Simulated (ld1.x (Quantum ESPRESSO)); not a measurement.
**Transferability test, ultrasoft potential for sulfur (S)**

* Element: S (Z = 16)
* Generator: ld1.x (Quantum ESPRESSO) 7.5
* Type: ultrasoft
* Functional: LDA (PZ)
* Relativity: scalar-relativistic
* Frozen core: [Ne]
* Valence charge: 6
* Reference configuration: 3s2 3p3.5 (charge +0.5)
* Partial waves: 3s (bound): rcut 1.60, rcutus 1.74 bohr; 3s channel at -1.1 Ry: rcut 1.60, rcutus 1.74 bohr; 3p (bound): rcut 1.60, rcutus 1.80 bohr; 3p channel at 0.85 Ry: rcut 1.60, rcutus 1.80 bohr; 3d channel at 0.45 Ry: rcut 1.52, rcutus 1.66 bohr; 3d channel at 2.75 Ry: rcut 1.52, rcutus 1.66 bohr
* Local potential: all-electron potential smoothed inside 1.38 bohr (lloc = -1)
* Core correction: a·sin(br)/r model core inside 1.25 bohr
* Augmentation charge: built from norm-conserving waves at rcut, not smoothed further

Energies are relative to the spin-unpolarised reference configuration 3s2 3p3.5; without spin polarisation the order of configurations can differ from experiment. Spin-polarised rows fill each open shell by Hund’s rule, majority spin first.

```
     valence configuration  charge  ΔE all-electron (eV)  error AE − PS (meV)
                   3s2 3p4       0                -4.709                 +0.7
                   3s2 3p3      +1                 7.154                 +0.3
                   3s2 3p2      +2                29.527                  +14
                   3s2 3p0      +4               110.668                 +237
                   3s2 3p1      +3                63.685                  +73
                   3s1 3p5       0                 5.531                 -0.3
3s2 3p3.5 (spin-polarised)    +0.5                -1.223                  +67
  3s2 3p4 (spin-polarised)       0                -5.415                  +38
```

Task: What are ΔE and the potential's error for 3s1 3p4?

Result: ΔE = 17.952 eV all-electron; the error (AE − PS) is -0.8 meV.

Levels in the configuration 3s2 3p3.5 (spin-polarised):

```json
{"level": "3s up", "all-electron (eV)": "-23.080", "pseudo (eV)": "-23.129"}
{"level": "3p up", "all-electron (eV)": "-12.548", "pseudo (eV)": "-12.581"}
{"level": "3s down", "all-electron (eV)": "-20.881", "pseudo (eV)": "-20.775"}
{"level": "3p down", "all-electron (eV)": "-10.560", "pseudo (eV)": "-10.486"}
```
